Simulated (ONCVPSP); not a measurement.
## Transferability test, ONCV potential for Al (Z = 13)

```
Element                 : Al
Generator               : ONCVPSP 4.0.1
Type                    : optimised norm-conserving Vanderbilt (ONCV)
Functional              : LDA (Perdew-Wang 92)
Relativity              : scalar-relativistic
Frozen core             : [Ne]
Valence charge          : 3
Reference configuration : 3s1.5 3p1.5
Partial waves           : 3s: rc 1.55 bohr, ncon 4, nbas 7, qcut 3.5 1/bohr, 3 projectors, debl 1.2 Ha; 3p: rc 2.30 bohr, ncon 4, nbas 8, qcut 3.5 1/bohr, 2 projectors, debl 0.8 Ha; d scattering state at 0.27 Ha: rc 2.40 bohr, ncon 4, nbas 8, qcut 3.4 1/bohr, 2 projectors, debl 3.4 Ha
Local potential         : polynomial inside 1.25 bohr (lpopt 5, dvloc0 0 Ha)
Core correction         : none
```

Energies are relative to the spin-unpolarised reference configuration 3s1.5 3p1.5; without spin polarisation the order of configurations can differ from experiment.

| valence configuration | charge | ΔE all-electron (eV) | error AE − PS (meV) |
| --- | --- | --- | --- |
| 3s2 3p0 | +1 | 3.290 | +0.8 |
| 3s1 3p1 | +1 | 9.109 | +9.3 |

Q: What are ΔE and the potential's error for 3s2 3p1?

A: ΔE = -2.551 eV all-electron; the error (AE − PS) is +1.8 meV.

Q: What are ΔE and the potential's error for 3s1 3p0?

A: ΔE = 22.660 eV all-electron; the error (AE − PS) is +62 meV.

Levels in the configuration 3s2 3p1:

```tsv
level	all-electron (eV)	pseudo (eV)
3s	-7.830	-7.838
3p	-2.784	-2.785
```

Note: ghosts flagged at negative energy: s at -109.9 eV; GHOST(+) flagged for d at 11.0 eV, s at 539.0 eV. A true bound ghost makes a file unfit for plane-wave use.
